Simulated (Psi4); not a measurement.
Input for Psi4: SAPT0/jun-cc-pV(D+d)Z on ClH5Si (a complex), monomers drawn apart or pushed together.

```
memory 1800 MB

molecule dimer {
0 1
Cl   -0.06853986   -0.33803311   -0.32481316
H    -0.67544480   -1.32229006    0.22906320
--
0 1
Si    0.00902395    0.10444415    3.03702783
H     0.82492019    1.21396967    2.50016149
H    -1.37198231    0.19550666    2.51204524
H    -0.02618256    0.18206252    4.51579729
H     0.59864494   -1.19246728    2.63367258
units angstrom
symmetry c1
no_reorient
no_com
}

set {
  basis jun-cc-pV(D+d)Z
  scf_type df
  freeze_core true
}

energy('sapt0')
```

Program output:

```
[...]
==> Input File <==

--------------------------------------------------------------------------
memory 1800 MB

molecule dimer {
0 1
Cl   -0.06853986   -0.33803311   -0.32481316
H    -0.67544480   -1.32229006    0.22906320
--
0 1
Si    0.00902395    0.10444415    3.03702783
H     0.82492019    1.21396967    2.50016149
H    -1.37198231    0.19550666    2.51204524
H    -0.02618256    0.18206252    4.51579729
H     0.59864494   -1.19246728    2.63367258
units angstrom
symmetry c1
no_reorient
no_com
}

set {
  basis jun-cc-pV(D+d)Z
  scf_type df
  freeze_core true
}

energy('sapt0')
--------------------------------------------------------------------------


   => Loading Basis Set <=

    Name: JUN-CC-PV(D+D)Z
    Role: ORBITAL
    Keyword: BASIS
    atoms 1      entry CL         line   764 file jun-cc-pv_dpd_z.gbs
    atoms 2, 4-7 entry H          line    60 file jun-cc-pv_dpd_z.gbs
    atoms 3      entry SI         line   566 file jun-cc-pv_dpd_z.gbs

   => Loading Basis Set <=

    Name: JUN-CC-PV(D+D)Z
    Role: ORBITAL
    Keyword: BASIS
    atoms 1      entry CL         line   764 file jun-cc-pv_dpd_z.gbs
    atoms 2, 4-7 entry H          line    60 file jun-cc-pv_dpd_z.gbs
    atoms 3      entry SI         line   566 file jun-cc-pv_dpd_z.gbs


  //>>>>>>>>>>>>>>>>>>>>>>>>>>>>>>>>>>>//
  //              Dimer HF             //
  //<<<<<<<<<<<<<<<<<<<<<<<<<<<<<<<<<<<//

   => Libint2 <=

    Primary   basis highest AM E, G, H:  7, 6, 3
    Auxiliary basis highest AM E, G, H:  7, 7, 4
    Onebody   basis highest AM E, G, H:  -, -, -
    Solid Harmonics ordering:            Gaussian


   => Loading Basis Set <=

    Name: JUN-CC-PV(D+D)Z
    Role: ORBITAL
    Keyword: BASIS
    atoms 1      entry CL         line   764 file jun-cc-pv_dpd_z.gbs
    atoms 2, 4-7 entry H          line    60 file jun-cc-pv_dpd_z.gbs
    atoms 3      entry SI         line   566 file jun-cc-pv_dpd_z.gbs


         ---------------------------------------------------------
                                   SCF
               by Justin Turney, Rob Parrish, Andy Simmonett
                          and Daniel G. A. Smith
                              RHF Reference
                        1 Threads,   1716 MiB Core
         ---------------------------------------------------------

  ==> Geometry <==

    Molecular point group: c1
    Full point group: C1

    Geometry (in Angstrom), charge = 0, multiplicity = 1:

       Center              X                  Y                   Z               Mass
    ------------   -----------------  -----------------  -----------------  -----------------
         CL          -0.068539860000    -0.338033110000    -0.324813160000    34.968852682000
         H           -0.675444800000    -1.322290060000     0.229063200000     1.007825032230
         SI           0.009023950000     0.104444150000     3.037027830000    27.976926534650
         H            0.824920190000     1.213969670000     2.500161490000     1.007825032230
         H           -1.371982310000     0.195506660000     2.512045240000     1.007825032230
         H           -0.026182560000     0.182062520000     4.515797290000     1.007825032230
         H            0.598644940000    -1.192467280000     2.633672580000     1.007825032230

  Running in c1 symmetry.

  Rotational constants: A =      1.40667  B =      0.05515  C =      0.05410 [cm^-1]
  Rotational constants: A =  42170.88578  B =   1653.35550  C =   1622.00323 [MHz]
  Nuclear repulsion =   78.655110050641596

  Charge       = 0
  Multiplicity = 1
  Electrons    = 36
  Nalpha       = 18
  Nbeta        = 18

  ==> Algorithm <==

  SCF Algorithm Type is DF.
  DIIS enabled.
  MOM disabled.
  Fractional occupation disabled.
  Guess Type is SAD.
  Energy threshold   = 1.00e-08
  Density threshold  = 1.00e-08
  Integral threshold = 1.00e-12

  ==> Primary Basis <==

  Basis Set: JUN-CC-PV(D+D)Z
    Blend: JUN-CC-PV(D+D)Z
    Number of shells: 37
    Number of basis functions: 79
    Number of Cartesian functions: 83
    Spherical Harmonics?: true
    Max angular momentum: 2

   => Loading Basis Set <=

    Name: (JUN-CC-PV(D+D)Z AUX)
    Role: JKFIT
    Keyword: DF_BASIS_SCF
    atoms 1      entry CL         line   746 file jun-cc-pvdz-jkfit.gbs
    atoms 2, 4-7 entry H          line    70 file jun-cc-pvdz-jkfit.gbs
    atoms 3      entry SI         line   506 file jun-cc-pvdz-jkfit.gbs

  ==> Integral Setup <==

  DFHelper Memory: AOs need 0.018 GiB; user supplied 1.257 GiB.
  SCF_SUBTYPE=INCORE selected. In-core MEM_DF algorithm will be used.
  Using in-core AOs.

  ==> MemDFJK: Density-Fitted J/K Matrices <==

    J tasked:                   Yes
    K tasked:                   Yes
    wK tasked:                   No
    OpenMP threads:               1
    Algorithm:                 Core
    Schwarz Cutoff:           1E-12
    Mask sparsity (%):       1.9228
    Fitting Condition:        1E-10

   => Auxiliary Basis Set <=

  Basis Set: (JUN-CC-PV(D+D)Z AUX)
    Blend: JUN
[...]
 68A      3.451148    69A      3.482351
      70A      7.906564    71A     13.464220    72A     13.473142
      73A     13.506385    74A     13.510440    75A     13.656933
      76A     23.868542    77A     23.921807    78A     24.317961
      79A    156.673595

    Final Occupation by Irrep:
              A
    DOCC [     9 ]
    NA   [     9 ]
    NB   [     9 ]

  @DF-RHF Final Energy:  -291.25012608146505

   => Energetics <=

    Nuclear Repulsion Energy =             21.3357283886199625
    One-Electron Energy =                -445.5832434785510259
    Two-Electron Energy =                 132.9973890084660582
    Total Energy =                       -291.2501260814650550

Computation Completed


Properties will be evaluated at   0.000000,   0.000000,   0.000000 [a0]

Properties computed using the SCF density matrix


 Multipole Moments:

 ------------------------------------------------------------------------------------
     Multipole            Electronic (a.u.)      Nuclear  (a.u.)        Total (a.u.)
 ------------------------------------------------------------------------------------

 L = 1.  Multiply by 2.5417464519 to convert [e a0] to [Debye]
 Dipole X            :         -0.2818810            0.2867387            0.0048576
 Dipole Y            :         -3.5085374            3.5173277            0.0087904
 Dipole Z            :       -103.3340252          103.3303497           -0.0036755
 Magnitude           :                                                    0.0106947

 ------------------------------------------------------------------------------------

  Constructing Basis Sets for SAPT...

   => Loading Basis Set <=

    Name: (JUN-CC-PV(D+D)Z AUX)
    Role: RIFIT
    Keyword: DF_BASIS_SAPT
    atoms 1      entry CL         line   544 file jun-cc-pvdz-ri.gbs
    atoms 2, 4-7 entry H          line    30 file jun-cc-pvdz-ri.gbs
    atoms 3      entry SI         line   376 file jun-cc-pvdz-ri.gbs

   => Loading Basis Set <=

    Name: (JUN-CC-PV(D+D)Z AUX)
    Role: JKFIT
    Keyword: DF_BASIS_ELST
    atoms 1      entry CL         line   746 file jun-cc-pvdz-jkfit.gbs
    atoms 2, 4-7 entry H          line    70 file jun-cc-pvdz-jkfit.gbs
    atoms 3      entry SI         line   506 file jun-cc-pvdz-jkfit.gbs


  //>>>>>>>>>>>>>>>>>>>>>>>>>>>>>>>>>>>//
  //               SAPT0               //
  //<<<<<<<<<<<<<<<<<<<<<<<<<<<<<<<<<<<//



        SAPT0
    Ed Hohenstein
     6 June 2009

      Orbital Information
  --------------------------
    NSO        =        79
    NMO        =        79
    NRI        =       240
    NRI (Elst) =       357
    NOCC A     =         9
    NOCC B     =         9
    FOCC A     =         5
    FOCC B     =         5
    NVIR A     =        70
    NVIR B     =        70

    Elst10,r            =    -0.003794616839 [Eh]
    Exch10              =     0.009047735924 [Eh]
    Exch10 (S^2)        =     0.008995423382 [Eh]

    Maxiter = 50
    CPHF R converge = 1.000000E-08

    Iter     Energy [mEh]          dE [mEh]         Residual      Time [s]
       1      -1.71838966       1.718389663     6.164045e-03             0
       2      -2.16653738       0.448147717     1.584680e-03             0
       3      -2.17124877       0.004711394     3.921218e-04             0
       4      -2.16475965      -0.006489124     5.818041e-05             0
       5      -2.16530478       0.000545129     1.531875e-05             0
       6      -2.16537339       0.000068614     2.021231e-06             0
       7      -2.16535329      -0.000020099     4.067147e-07             0
       8      -2.16535629       0.000002992     5.335617e-08             0
       9      -2.16535604      -0.000000249     9.324270e-09             0

    CHF Iterations converged

    Maxiter = 50
    CPHF R converge = 1.000000E-08

    Iter     Energy [mEh]          dE [mEh]         Residual      Time [s]
       1      -1.62622947       1.626229472     4.790164e-03             0
       2      -1.93898303       0.312753561     7.051819e-04             0
       3      -1.93009631      -0.008886728     1.369096e-04             0
       4      -1.92983154      -0.000264763     2.672407e-05             0
       5      -1.93016203       0.000330493     4.470685e-06             0
       6      -1.93010891      -0.000053126     8.465777e-07             0
       7      -1.93011410       0.000005192     1.376303e-07             0
       8      -1.93011427       0.000000167     2.225789e-08             0
       9      -1.93011414      -0.000000130     2.896315e-09             0

    CHF Iterations converged

    Ind20,r (A<-B)      =    -0.002165356037 [Eh]
    Ind20,r (B<-A)      =    -0.001930114139 [Eh]
    Ind20,r             =    -0.004095470176 [Eh]
    Exch-Ind20,r (A<-B) =     0.001828918305 [Eh]
    Exch-Ind20,r (B<-A) =     0.001744445290 [Eh]
    Exch-Ind20,r        =     0.003573363595 [Eh]
    Disp20              =    -0.003075241627 [Eh]
    Disp20 (SS)         =    -0.001537620814 [Eh]
    Disp20 (OS)         =    -0.001537620814 [Eh]
    Exch-Disp20         =     0.000487735683 [Eh]
    Exch-Disp20 (SS)    =     0.000261612933 [Eh]
    Exch-Disp20 (OS)    =     0.000226122750 [Eh]

    SAPT Results
  --------------------------------------------------------------------------------------------------------
    Electrostatics                 -3.79461684 [mEh]      -2.38115802 [kcal/mol]      -9.96276514 [kJ/mol]
      Elst10,r                     -3.79461684 [mEh]      -2.38115802 [kcal/mol]      -9.96276514 [kJ/mol]

    Exchange                        9.04773592 [mEh]       5.67754001 [kcal/mol]      23.75482740 [kJ/mol]
      Exch10                        9.04773592 [mEh]       5.67754001 [kcal/mol]      23.75482740 [kJ/mol]
      Exch10(S^2)                   8.99542338 [mEh]       5.64471339 [kcal/mol]      23.61748084 [kJ/mol]

    Induction                      -1.02545187 [mEh]      -0.64348076 [kcal/mol]      -2.69232350 [kJ/mol]
      Ind20,r                      -4.09547018 [mEh]      -2.56994634 [kcal/mol]     -10.75265547 [kJ/mol]
      Exch-Ind20,r                  3.57336360 [mEh]       2.24231951 [kcal/mol]       9.38186483 [kJ/mol]
      delta HF,r (2)               -0.50334529 [mEh]      -0.31585394 [kcal/mol]      -1.32153286 [kJ/mol]

    Dispersion                     -2.58750594 [mEh]      -1.62368449 [kcal/mol]      -6.79349592 [kJ/mol]
      Disp20                       -3.07524163 [mEh]      -1.92974326 [kcal/mol]      -8.07404578 [kJ/mol]
      Exch-Disp20                   0.48773568 [mEh]       0.30605876 [kcal/mol]       1.28054986 [kJ/mol]
      Disp20 (SS)                  -1.53762081 [mEh]      -0.96487163 [kcal/mol]      -4.03702289 [kJ/mol]
      Disp20 (OS)                  -1.53762081 [mEh]      -0.96487163 [kcal/mol]      -4.03702289 [kJ/mol]
      Exch-Disp20 (SS)              0.26161293 [mEh]       0.16416459 [kcal/mol]       0.68686466 [kJ/mol]
      Exch-Disp20 (OS)              0.22612275 [mEh]       0.14189417 [kcal/mol]       0.59368520 [kJ/mol]

  Total HF                          4.22766722 [mEh]       2.65290123 [kcal/mol]      11.09973875 [kJ/mol]
  Total SAPT0                       1.64016127 [mEh]       1.02921674 [kcal/mol]       4.30624283 [kJ/mol]

  Special recipe for scaled SAPT0 (see Manual):
    Electrostatics sSAPT0          -3.79461684 [mEh]      -2.38115802 [kcal/mol]      -9.96276514 [kJ/mol]
    Exchange sSAPT0                 9.04773592 [mEh]       5.67754001 [kcal/mol]      23.75482740 [kJ/mol]
    Induction sSAPT0               -0.96274633 [mEh]      -0.60413245 [kcal/mol]      -2.52769015 [kJ/mol]
    Dispersion sSAPT0              -2.57894714 [mEh]      -1.61831376 [kcal/mol]      -6.77102478 [kJ/mol]
  Total sSAPT0                      1.71142561 [mEh]       1.07393578 [kcal/mol]       4.49334732 [kJ/mol]
  --------------------------------------------------------------------------------------------------------



*** Psi4 exiting successfully. Buy a developer a beer!
```

The run finished.

Cost: very roughly 3 core-seconds.
